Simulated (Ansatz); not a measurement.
The cluster Ge4Te3. The state is a singlet with charge 0. Geometry PBE0-D4/def2-SVP; atoms count from 1.

```xyz
7

Ge    0.0213    1.0290   -2.1541
Ge   -0.2236   -2.6328    0.7128
Ge   -1.2319   -0.9424   -0.8648
Ge    1.0612    1.0063    1.4348
Te   -1.3520   -0.3477    1.7673
Te    1.5741   -0.9346   -0.5903
Te    0.1509    2.8223   -0.3057
```

In the def2 sets Te takes a core potential; there is no spin–orbit coupling. The structure comes from a short search, and lower isomers may exist.

Estimate the Mulliken populations from the PBE0/def2-TZVP orbitals of Ansatz.


```
atom  charge (e)
 Ge1        0.13
 Ge2        0.13
 Ge3        0.11
 Ge4        0.19
 Te5       -0.17
 Te6       -0.15
 Te7       -0.25
```
Mulliken values depend strongly on the basis.

And the Mayer bond orders between heavy atoms (over 0.3)?

Ge1–Ge3 0.58 (2.67 Å); Ge1–Te6 0.55 (2.95 Å); Ge1–Te7 1.22 (2.58 Å); Ge2–Ge3 0.74 (2.52 Å); Ge2–Te5 0.84 (2.76 Å); Ge2–Te6 0.71 (2.80 Å); Ge3–Te5 0.86 (2.70 Å); Ge3–Te6 0.62 (2.82 Å); Ge4–Te5 0.79 (2.79 Å); Ge4–Te6 0.72 (2.85 Å); Ge4–Te7 0.99 (2.68 Å).
